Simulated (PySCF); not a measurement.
**Working out the ionisation energy of Ge**

Ge [Ar] 3d10 4s2 4p2 (3P) → Ge⁺ [Ar] 3d10 4s2 4p1 (2P). All numbers are calculated (PySCF 2.14, the spin-free X2C one-electron Hamiltonian (Gaussian nucleus), in x2c-TZVPPall with one added diffuse shell each of s, p, d type (7s6p5d1f, 57 functions)). Frozen: [Ne]. Energies in hartree (1 hartree = 27.21139 eV):

| part | Ge (lower) | Ge⁺ (upper) |
| --- | --- | --- |
| UHF | -2097.048582 | -2096.776500 |
| CCSD correlation | -0.315158 | -0.299666 |
| (T) | -0.008507 | -0.007384 |

Task: What does Hartree-Fock give?

Result: (-2096.776500) − (-2097.048582) = 0.272082 hartree = 7.404 eV.

Task: What do CCSD and CCSD(T) give?

Result: The CCSD correlation energies differ by 0.015492 hartree = 0.422 eV and the triples by 0.001123 hartree = 0.031 eV, so CCSD gives 7.826 eV and CCSD(T) 7.857 eV.

Measured between the centres of the two terms (NIST): 7.925 eV, so CCSD(T) (valence and next inner shell) is off by -0.068 eV.

What remains against the reference includes basis incompleteness, the frozen core and higher excitations.
